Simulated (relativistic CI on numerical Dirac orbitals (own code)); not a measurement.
**Radial parameters of Nd20+**

Calculated at this level of theory: Dirac-Coulomb-Breit CI, separate exchange-only KLI orbitals for each configuration, model QED (radiative potential, 1s self-energy scaled to tabulated hydrogen-like ionisation energies), unscaled Slater integrals (own radial code, finite nucleus).

Slater integrals F^k, G^k are unscaled and averaged over j, outside the closed core [Ar] 3d10; ζ comes from projecting the Hamiltonian with its Breit term on Σ l·s of the shell.

- 4s2.4p6.4d4: F^2(4d,4d) = 164390, F^4(4d,4d) = 111550, ζ(4d) = 16574 cm⁻¹; <r>(4d) = 0.6159, <r^2>(4d) = 0.4333 (bohr units).
- 4s2.4p5.4d5: ζ(4p) = 142590, F^2(4d,4d) = 164380, F^4(4d,4d) = 111550, F^2(4p,4d) = 168150, G^1(4p,4d) = 211660, G^3(4p,4d) = 134520, ζ(4d) = 16511 cm⁻¹; <r>(4p) = 0.5945, <r^2>(4p) = 0.3993, <r>(4d) = 0.6158, <r^2>(4d) = 0.4332 (bohr units).
- 4s2.4p6.4d3.4f: F^2(4d,4d) = 164340, F^4(4d,4d) = 111510, ζ(4d) = 16587, F^2(4d,4f) = 161820, F^4(4d,4f) = 106090, G^1(4d,4f) = 179820, G^3(4d,4f) = 120030, G^5(4d,4f) = 87059, ζ(4f) = 1879.6 cm⁻¹; <r>(4d) = 0.6161, <r^2>(4d) = 0.4336, <r>(4f) = 0.618, <r^2>(4f) = 0.4373 (bohr units).

**Question.** Give the Racah parameters of the d shell in 4s2.4p6.4d4.

**Answer.** B = F²/49 − 5F⁴/441 = 2090 cm⁻¹ and C = 35F⁴/441 = 8853 cm⁻¹.

Averages of the first 10 configurations, taken without configuration mixing, which lowers the lowest level and can move excited configurations by several eV; other configurations of the list can lie among them:

```tsv
Configuration	Parity	States	Average energy above the lowest level (eV)
4s2.4p6.4d4	even	210	15.9
4s2.4p5.4d5	odd	1512	139.4
4s2.4p6.4d3.4f	odd	1680	147.6
4s.4p6.4d5	even	504	229.2
4s2.4p6.4d3.5s	even	240	201.2
4s.4p6.4d4.4f	odd	5880	359.4
4s2.4p6.4d3.5p	odd	720	235.0
4s2.4p6.4d2.4f.5s	odd	1260	333.5
4s2.4p6.4d3.5d	even	1200	284.6
4s2.4p6.4d2.5s.5p	odd	540	424.8
```
